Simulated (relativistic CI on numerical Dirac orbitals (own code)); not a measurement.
# Hyperfine structure of Sn⁵⁺, mass number 119

Computed by Dirac-Coulomb-Breit CI, KLI orbitals optimised for each configuration, a model potential for QED, valence Slater integrals scaled by 0.85, P86 correlation energy added to each configuration (own radial code, finite nucleus).

Configurations in the expansion (outside the closed core [Ar] 3d10): 4s²4p⁶4d⁹, 4s²4p⁶4d⁸5s, 4s²4p⁶4d⁸4f, 4s²4p⁶4d⁸5p, 4s²4p⁵4d¹⁰, 4s²4p⁶4d⁸5d, 4s²4p⁶4d⁸6s, 4s²4p⁶4d⁸6p, 4s²4p⁶4d⁸5f, 4s²4p⁶4d⁸6d, 4s²4p⁶4d⁷5s5p, 4s4p⁶4d¹⁰, 4s²4p⁶4d⁸5g, 4s²4p⁶4d⁸6f, 4s²4p⁶4d⁷5s², 4s²4p⁶4d⁶4f5s², 4s²4p⁶4d⁶5s²5p, 4s²4p⁶4d⁶5s²5d, 4s²4p⁶4d⁶5s²6s. Double excitations out of closed p, d and f shells are left out; levels of such configurations are missing from the list, as are those of other unlisted configurations, and high levels can miss mixing partners.

Nuclear spin I = 1/2, μ = -1.0459 μN (tables of Stone and Pyykkö). The electronic factors are computed for point nuclear moments, without core polarisation or the Bohr-Weisskopf and QED corrections.

```csv
Level,E (cm⁻¹),A (MHz)
4s²4p⁶4d⁹ ²D5/2,0.0,-2106
4s²4p⁶4d⁹ ²D3/2,8457.8,-5130
4s²4p⁶4d⁸5s ⁴F9/2,225130.8,-9257
4s²4p⁶4d⁸5s ⁴F7/2,229168.0,-320.7
4s²4p⁶4d⁸5s ⁴F5/2,233713.2,-1676
4s²4p⁶4d⁸5s ⁴F3/2,235303.4,8645
4s²4p⁶4d⁸5s ²F7/2,237312.5,-6917
4s²4p⁶4d⁸5s ⁴P1/2,248556.5,-36580
```

Levels with J = 0, under 50 % of one LS term, or S terms without an open s electron are left out. Small factors come from cancelling terms and can be off by tens of per cent or more.

At this charge configurations can still be misplaced by up to about 7 % of their energy. 36 of the 69 excited levels that our extract of the measured tables holds in this range could be paired (the sources list more); they are missed by 6093 cm⁻¹ on average and 8388 at most, and levels without a partner can miss by more.

Question: Give the hyperfine levels of 4s²4p⁶4d⁹ ²D5/2 relative to its centre of gravity.

Answer: With K = F(F + 1) − I(I + 1) − J(J + 1), E = AK/2: F = 2: 3685, F = 3: -2632 MHz.

LS names give the leading component of a level, which can be under half, so a name can repeat, a term be missing and a line seem to break the LS rules.
